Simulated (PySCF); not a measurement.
InBr2, SMILES [Br][In][Br], multiplicity 2.

Geometry optimised at PBE0-D3(BJ)/def2-SVP. The multiplicity is an assumed one; other spin states were not compared. The isomer is the one that the SMILES or the coordinates give; other isomers of the formula were not compared. The def2 effective core potentials stand for the cores of In; spin–orbit coupling is left out.

Calculation: PySCF with PBE0-D3(BJ)/def2-SVP.

Frequencies are harmonic and unscaled.

Q: Give all harmonic wavenumbers and intensities. (An estimate is asked for; the answer gives what the named calculation found.)

A: 
| mode | ν (cm⁻¹) | IR (km/mol) | moving atoms (share of kinetic energy) |
|---|---|---|---|
| 1 | 56 | 1.8 | Br 71 %, In 29 % |
| 2 | 208 | 9.6 | Br 71 %, In 29 % |
| 3 | 252 | 43.8 | In 51 %, Br 49 % |
